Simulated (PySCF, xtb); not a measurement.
FHSi, SMILES [SiH]F (connectivity only; charge and spin as stated), charge +1, multiplicity 2.

Harmonic wavenumbers (cm⁻¹) from GFN2-xTB (xtb 6.7.1) at its own minimum, in rising order: 420, 964, 2226.

Q: What does r2SCAN-D4/def2-TZVPD (PySCF) give at its own minimum? (Estimate from the structure and the level; the computed values follow.)

A: 667, 1024, 1971. Paired by order, the mean absolute difference is 187 cm⁻¹ and the zero-point energies are 5.2 and 5.2 kcal/mol.
